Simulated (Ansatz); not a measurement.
Frontier orbitals of CHF3Se, SMILES `FC(F)(F)[SeH]`.

Total charge 0; spin multiplicity 1. Correlated methods include outer-core shells of Se, which these sets cover unevenly. Scalar relativity is left out up to krypton. Geometry: relaxed with PBE0-D4/def2-TZVP. It is one conformer, not always the lowest. Basis def2-TZVPP, Ansatz 0.2.0.

```csv
functional,HOMO (eV),LUMO (eV),gap (eV)
PBE,-6.38,-1.72,4.66
BLYP,-6.24,-1.67,4.57
PBE0,-7.66,-0.82,6.84
B3LYP,-7.43,-1.11,6.32
r2SCAN0,-7.87,-0.71,7.16
BHLYP,-8.80,0.09,8.89
LC-ωPBE,-10.43,1.50,11.93
ωB97X-V,-10.05,1.37,11.42
ωB97M-V,-9.91,1.21,11.12
HF,-10.52,2.59,13.11
```

Against PBE, PBE0 changes HOMO and LUMO by −1.28 and +0.90 eV, ωB97M-V by −3.53 and +2.93 eV. A gap of 4.66 eV thus becomes 11.12 eV for the same molecule, so an orbital gap means little without its functional. A positive LUMO is unbound and depends on the basis.

B3LYP here is the variant with VWN-RPA as its local correlation; programs differ in this. LC-ωPBE has ω = 0.4 bohr⁻¹.
